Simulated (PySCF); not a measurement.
Scan of H₇N₂ (cation, charge +1), singlet: proton transfer between two ammonia molecules. Scanned: distance between the heavy atoms and shift of the shared proton from the midpoint. Other coordinates (outer angle at the first heavy atom, outer angle at the second, outer bond length at the first heavy atom, outer bond length at the second) were minimised at PBE0/def2-SVP.

Cartesian coordinates as functions of the variables (Å; names that start with a are angles):
```
N  0  0  0
N  0  0  R
H  0  0  R/2+d
H  r1*sin(a1)*cos(0*2*pi/3+0)  r1*sin(a1)*sin(0*2*pi/3+0)  0+r1*cos(a1)
H  r1*sin(a1)*cos(1*2*pi/3+0)  r1*sin(a1)*sin(1*2*pi/3+0)  0+r1*cos(a1)
H  r1*sin(a1)*cos(2*2*pi/3+0)  r1*sin(a1)*sin(2*2*pi/3+0)  0+r1*cos(a1)
H  r2*sin(a2)*cos(0*2*pi/3+pi/3)  r2*sin(a2)*sin(0*2*pi/3+pi/3)  R+-r2*cos(a2)
H  r2*sin(a2)*cos(1*2*pi/3+pi/3)  r2*sin(a2)*sin(1*2*pi/3+pi/3)  R+-r2*cos(a2)
H  r2*sin(a2)*cos(2*2*pi/3+pi/3)  r2*sin(a2)*sin(2*2*pi/3+pi/3)  R+-r2*cos(a2)
```

Computed with restricted MP2 (frozen core)/6-31G*, spherical d run with PySCF.

Energy in kcal/mol above the lowest grid point; x is the distance between the heavy atoms (Å), y the shift of the shared proton from the midpoint (Å).

```
y \ x   2.40   2.50  2.60  2.70  2.80  2.90     3  3.10
-----  -----  -----  ----  ----  ----  ----  ----  ----
0.55   197.4  131.2  84.6  52.3  30.7  16.9   9.0   5.4
0.50   135.1   87.1  53.8  31.2  16.8   8.3   4.3   3.5
0.45    91.4   56.5  32.8  17.3   8.1   3.5   2.2   3.5
0.40    61.1   35.7  18.9   8.6   3.1   1.2   2.0   4.7
0.35    40.5   21.9  10.2   3.5   0.7   0.8   2.9   6.7
0.30    26.9   13.2   5.0   1.0   0.0   1.4   4.5   8.9
0.25    18.3    7.9   2.2   0.0   0.4   2.7   6.4  11.2
0.20    13.0    5.0   1.0   0.0   1.2   4.2   8.3  13.3
0.15     9.9    3.5   0.7   0.5   2.3   5.6   9.9  15.1
0.10     8.3    2.9   0.7   1.0   3.2   6.7  11.2  16.4
0.05     7.5    2.7   0.9   1.5   3.8   7.4  12.0  17.3
0        7.3    2.6   1.0   1.6   4.0   7.7  12.3  17.6
```

Points that lie below all their neighbours on the grid: x = 2.70, y = 0.25 (0.0 kcal/mol).
